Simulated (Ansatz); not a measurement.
Coupled-cluster diagnostics for Na8⁺, Ansatz.

Geometry of the doublet (r2SCAN/def2-SVP):

```xyz
8

Na   -1.068   -0.981    2.955
Na   -1.710    1.592   -2.776
Na   -1.665    2.191    0.882
Na    1.837   -2.116    0.723
Na    1.100   -1.868   -2.906
Na    1.663    1.253    2.554
Na   -1.425   -1.136   -0.519
Na    1.267    1.065   -0.912
```

Correlated methods freeze 8 core orbitals; core or outer-core shells of Na are correlated, in sets that lack core-valence functions. In CCSD on the charge 1 doublet the largest single amplitude is 0.17, so its Hartree–Fock determinant may place the open shell otherwise than the density functionals do. The structure comes from a short search, and lower isomers may exist.

Problem. Estimate the CCSD(T) correlation energy, the shares of MP2 and (T), T1 and the reference's ⟨S²⟩ for: charge 1, doublet, own geometry in def2-SVP; and the rough time on 4 threads of Arm Neoverse N1 on a shared host.

Solution. 
```csv
state,basis,correlation (eV),MP2 share (%),(T) share (%),T1,⟨S²⟩ (pure),wall time,remarks
"charge 1, doublet, own geometry",def2-SVP,-3.325,65.0,8.0,0.038,1.57 (0.75),5.7 min,spin-contaminated (⟨S²⟩ 1.57)
```
Customary marks for T1 are 0.02 (closed shells), 0.045 (open shells) and about 0.05 (3d metals). T1 exceeds 0.02 in 1 of 1 rows and 0.045 in 0; the higher it lies, the less the single-reference result can be trusted.
